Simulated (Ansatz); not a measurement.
The same group exchange along the group O, S, Se.

Computed with Ansatz on PBE0-D4/def2-TZVP structures; ΔE is electronic, products minus reactants. CCSD(T)/CBS adds triple-zeta CCSD(T) − MP2 to the extrapolated MP2 energy (def2 sets, frozen cores). This one scheme is used for every species. DFT in def2-TZVPP. B3LYP here is the variant with VWN-RPA as its local correlation; programs differ in this. def2 core potentials past Kr. For Se, Sn outer-core shells are correlated without core-valence functions, which leaves a few kJ/mol of doubt a bond. Scalar relativity is left out up to krypton. One conformer a species, not always the lowest.

```tsv
reaction	B3LYP-D4 (kJ/mol)	CCSD(T)/CBS(def2) (kJ/mol)
`[OH][SnH]([Cl])[Cl]` + SiH₄ → `[SiH3][SnH]([Cl])[Cl]` + H₂O	-10	-11
`[SH][SnH]([Cl])[Cl]` + SiH₄ → `[SiH3][SnH]([Cl])[Cl]` + H₂S	25	26
`[Cl][SnH]([Cl])[SeH]` + SiH₄ → `[SiH3][SnH]([Cl])[Cl]` + H₂Se	44	47
```

Largest T1 diagnostic: 0.012, for `[OH][SnH]([Cl])[Cl]`.
